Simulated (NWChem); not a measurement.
**Basis-set convergence for H2FNSn**

```xyz
5

Sn    -0.3795    -0.0277     0.0000
F      0.8166     1.5321     0.0000
N      1.1894    -1.3033     0.0000
H      2.1477    -0.9626     0.0000
H      1.1492    -2.3174     0.0000
```
Charge 0, spin multiplicity 1.

All runs are NWChem calculations. All single points use one geometry, from PBE0/def2-SVP with def2 effective core potentials on Sn, a minimum by its harmonic frequencies. It is one conformer; others weren't searched.

Quantity: first vertical ionisation energy at the level G0W0@PBE.

Effective core potentials replace the inner electrons of Sn; spin-orbit coupling is left out. GW and range-separated runs recompute their integrals, the others keep them in memory, which bears on the times. The structure started from a generated list of species.

The cost column gives rough processor time relative to def2-SVP; each entry includes its own SCF.

```json
[
 {"basis": "def2-SVP", "functions": "64", "first vertical ionisation energy (eV)": "8.05", "relative cost": "1"},
 {"basis": "def2-SVPD", "functions": "91", "first vertical ionisation energy (eV)": "___", "relative cost": "under 3"},
 {"basis": "def2-TZVP", "functions": "124", "first vertical ionisation energy (eV)": "8.59", "relative cost": "4"},
 {"basis": "def2-TZVPP", "functions": "140", "first vertical ionisation energy (eV)": "___", "relative cost": "5"},
 {"basis": "def2-TZVPD", "functions": "151", "first vertical ionisation energy (eV)": "8.68", "relative cost": "7"},
 {"basis": "def2-QZVP", "functions": "256", "first vertical ionisation energy (eV)": "___", "relative cost": "50"}
]
```

Q: What belongs in the gaps?

A: 
- def2-SVPD, first vertical ionisation energy (eV): 8.50
- def2-TZVPP, first vertical ionisation energy (eV): 8.62
- def2-QZVP, first vertical ionisation energy (eV): 8.82
